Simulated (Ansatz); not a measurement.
One geometry of `[CH3][Ga]([CH3])[Cl]`, several functionals.

```yaml
crystal:
  periodic: [false, false, false]
  atoms:
    - {symbol: C, position_ang: [-0.537034, 1.464885, -0.882027]}
    - {symbol: Ga, position_ang: [-0.407259, -0.328756, -0.111441]}
    - {symbol: C, position_ang: [0.982549, -1.137456, 1.003119]}
    - {symbol: Cl, position_ang: [-2.076636, -1.638137, -0.573412]}
    - {symbol: H, position_ang: [-1.476501, 1.587636, -1.419666]}
    - {symbol: H, position_ang: [-0.472395, 2.222329, -0.097183]}
    - {symbol: H, position_ang: [0.292066, 1.638425, -1.572624]}
    - {symbol: H, position_ang: [0.714252, -2.157294, 1.276355]}
    - {symbol: H, position_ang: [1.934621, -1.152231, 0.466745]}
    - {symbol: H, position_ang: [1.129436, -0.550702, 1.913131]}
basis:
  gaussian: {orbitals: def2-TZVPP}
hamiltonian: {xc: {name: r2SCAN0}, dispersion: d4}
output: {orbitals: {seedname: orbitals}}
```

```sh
$ ansatz run in.yaml --threads 4 --pin off --events-out ev --progress --plain --max-ram 10444MiB
```

Output, abridged:

```
Functional definition: r2SCAN0
1452 factors; their error is unknown
mean field evaluation 1: about -67062.5099 eV, gradient 6.8e1 eV
mean field evaluation 2: about -67061.0500 eV, gradient 7.1e1 eV
mean field evaluation 4: about -67072.2391 eV, gradient 2.4e0 eV
mean field evaluation 8: about -67072.2492 eV, gradient 3.6e-2 eV
mean field evaluation 16: about -67072.4601 eV, gradient 6.2e-5 eV
mean field -67072.46014740 eV, -2464.8674470707 hartree, gradient 6.2e-5 eV, S^2 0.000000; 0 other end points of the search recorded, 0 dependent functions left out
reference -67072.46015719 eV, -2464.8674474303 hartree; 33, 33 occupied and 203, 203 virtual orbitals, 1452 factors
Total energy: -67072.51812847 eV, -2464.8695778357 hartree
```

Run time 5.5 s (4 threads of an Arm Neoverse V1 on a shared host); peak host memory 0.66 GiB.

With the line `hamiltonian: {xc: {name: B97M-V}}` (abridged; 9 s):

```
Functional definition: B97M-V
mean field evaluation 16: about -67062.6424 eV, gradient 6.6e-5 eV
mean field -67062.64236413 eV, -2464.5066501900 hartree, gradient 1.9e-5 eV, S^2 0.000000
Total energy: -67062.64242616 eV, -2464.5066524699 hartree
```

With the line `hamiltonian: {xc: lda}` (abridged; 1.3 s):

```
Functional definition: SPW92
mean field evaluation 16: about -66931.9413 eV, gradient 4.6e-4 eV
mean field -66931.94132743 eV, -2459.7034756838 hartree, gradient 1.9e-5 eV, S^2 0.000000
Total energy: -66931.94136772 eV, -2459.7034771643 hartree
```

The same input with `hamiltonian: {xc: pbe, dispersion: d4}` and forces (abridged; 2.6 s):

```
Functional definition: PBE
mean field evaluation 16: about -67059.5561 eV, gradient 3.0e-4 eV
mean field -67059.55613109 eV, -2464.3932332179 hartree, gradient 1.8e-5 eV, S^2 0.000000
Total energy: -67059.75280128 eV, -2464.4004607138 hartree
Atom 0 force    -0.026042    -0.006656    -0.009490 eV/Å
Atom 1 force     0.083647     0.066245     0.024058 eV/Å
Atom 2 force    -0.016099    -0.023540     0.001776 eV/Å
Atom 3 force    -0.188109    -0.147867    -0.052510 eV/Å
Atom 4 force    -0.180227     0.022769    -0.103140 eV/Å
Atom 5 force     0.015829     0.136823     0.156804 eV/Å
Atom 6 force     0.162782     0.024731    -0.129047 eV/Å
Atom 7 force    -0.051952    -0.195624     0.051903 eV/Å
Atom 8 force     0.178087     0.003035    -0.109654 eV/Å
Atom 9 force     0.022084     0.120085     0.169299 eV/Å
Dipole moment:     0.439737     0.344125     0.120593 e Å
```

Changing it to `hamiltonian: {xc: {name: BHLYP}, dispersion: d4}` (abridged; 3.4 s):

```
Functional definition: BHLYP
mean field evaluation 16: about -67073.7586 eV, gradient 5.3e-5 eV
mean field -67073.75864435 eV, -2464.9151659533 hartree, gradient 5.3e-5 eV, S^2 0.000000
Total energy: -67074.02557239 eV, -2464.9249753777 hartree
```

With the line `hamiltonian: {xc: {name: revPBE}, dispersion: d4}` (abridged; 2 s):

```
Functional definition: revPBE
mean field evaluation 16: about -67069.0355 eV, gradient 8.6e-5 eV
mean field -67069.03545682 eV, -2464.7415920131 hartree, gradient 8.6e-5 eV, S^2 0.000000
Total energy: -67069.57371147 eV, -2464.7613725065 hartree
```
